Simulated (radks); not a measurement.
Rh3+, 42 electrons, occupied as [Kr] 4d5 5s1 (not the ground configuration). Calculated with a radial shooting solver on a logarithmic mesh with Libxc functionals: scalar-relativistic Kohn-Sham, PBE, spin-polarised, spherical densities, finite nucleus; open shells are filled with parallel spins first (spin-orbit coupling, left out, can overturn this in heavy ions); Fermi nuclear charge, rms radius 4.4945 fm.

Normalised radial functions P(r) = r R(r), r in bohr:

```
   r/bohr * 4s down, o 4p down, + 5s down (the largest magnitude, 1.17, reaches the edge; | marks zero, & curves that meet)
 0.003957                             o+ *
 0.005236                             o + *
 0.006928                             o +  *
 0.009167                             |o+  *
  0.01213                             |o+   *
  0.01605                             | &   *
  0.02123                             | +o *
   0.0281                             | + &
  0.03717                             |&    o
  0.04919                          * +|       o
  0.06508                      *   +  |        o
  0.08611                   *     +   |        o
   0.1139                    *     +  |    o
   0.1507                          * &|
   0.1995                     o       |  +   *
   0.2639               o             |     +       *
   0.3492                 o           |    +       *
    0.462                            &*
   0.6113            *         +      |             o
   0.8088  *                 +        |                       o
     1.07     *                    +  |                        o
    1.416               *             |       +        o
    1.874                        *    |       o       +
    2.479                            *| o              +
     3.28                             &          +
     4.34                             &   +
    5.742                             &+
    7.598                             &
```

4s down: eigenvalue -120.85 eV, 3 radial nodes at r = 0.0411, 0.165, 0.465 bohr, <r> = 0.965 bohr, 90 % of the charge inside 1.40 bohr. 4p down: eigenvalue -87.988 eV, 2 radial nodes at r = 0.147, 0.471 bohr, <r> = 1.05 bohr, 90 % of the charge inside 1.55 bohr. 5s down (empty): eigenvalue -29.145 eV, 4 radial nodes at r = 0.0411, 0.164, 0.449, 1.15 bohr, <r> = 2.40 bohr, 90 % of the charge inside 3.44 bohr.
